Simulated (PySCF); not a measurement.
**Electron correlation in Nb²⁺ (niobium, charge +2)**

[Kr] 4d3, high-spin 4F determinant. All numbers are calculated (PySCF 2.14, scalar relativity through the core potential, in aug-cc-pVTZ-PP with ECP28MDF (6s6p5d3f2g, 88 functions)). Frozen: 4s2 4p6; 3 electrons correlated.

| level | correlation energy (mhartree) |
| --- | --- |
| CCSD | -18.35 |
| (T) | -0.09 |
| CCSD(T) | -18.44 |

Diagnostics: T1 = 0.0011, D1 = 0.0016, largest double amplitude 0.019.

Question: Is a single reference adequate?

Answer: Yes, within this model without spin-orbit coupling: T1 lies below 0.03 and no double amplitude reaches 0.07.
